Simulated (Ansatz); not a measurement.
Al(AsH2)(OH)2 (AlAsH₄O₂), SMILES [OH][Al]([OH])[AsH2].

Coordinates come from a PBE0-D3(BJ)/def2-SVP optimisation. The structure was generated by enumeration; whether it is a known compound was not checked. The values are those of a single conformer.

Two levels are set side by side: PBE/def2-SVPD (Ansatz, a quantum-chemistry and plane-wave program) and PBE0/def2-SVPD (Ansatz). Energy differences of separate SCF runs at the same geometry; the states with an electron removed or added have multiplicity 2 and 2. Differences are taken from unrounded values.

```tsv
quantity	PBE0	PBE	PBE minus PBE0
vertical ionisation energy (eV)	9.61	9.51	-0.10
vertical singlet–triplet gap (eV)	5.17	5.05	-0.12
```
